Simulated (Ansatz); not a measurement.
InBrCl2⁻, that is InCl2Br with one electron more. The state is a doublet with charge -1. Geometry r2SCAN-D4/def2-SVP, that of the neutral singlet; atoms count from 1.

```xyz
4

In   -0.0064   -0.0173   -0.0048
Cl    0.9906   -1.9395    0.8498
Cl   -1.8080   -0.2518   -1.4604
Br    0.8238    2.2086    0.6154
```

In the def2 sets In takes a core potential; there is no spin–orbit coupling. The highest occupied level of the charge -1 doublet lies above zero (up to 0.07 eV). By energy differences its removal costs 1.55 eV (vertical, to the charge 0 singlet, at PBE0-D4/def2-TZVPD); a positive level beside a positive removal energy at the same level points to self-interaction error.

(1) Estimate the Mulliken populations from the PBE0/def2-TZVPD orbitals of Ansatz.

(2) Where does the spin sit?

(3) And the Mayer bond orders between bonded heavy atoms (over 0.3)?

## Answers

(1) 
```json
{"atom": "In1", "charge (e)": "0.48", "spin (α − β)": "0.85"}
{"atom": "Cl2", "charge (e)": "-0.50", "spin (α − β)": "0.04"}
{"atom": "Cl3", "charge (e)": "-0.50", "spin (α − β)": "0.04"}
{"atom": "Br4", "charge (e)": "-0.49", "spin (α − β)": "0.06"}
```
Mulliken values and Mayer orders depend strongly on the basis. With diffuse functions, as here, like atoms can get unlike values, and bond orders can come out too low or too high.

(2) Summed by element: In 0.85, Cl 0.09, Br 0.06, of 1 unpaired in all. Largest on single atoms: In1 0.85, Br4 0.06, Cl2 0.04.

(3) In1–Cl2 0.61 (2.33 Å); In1–Cl3 0.61 (2.33 Å); In1–Br4 0.61 (2.46 Å).
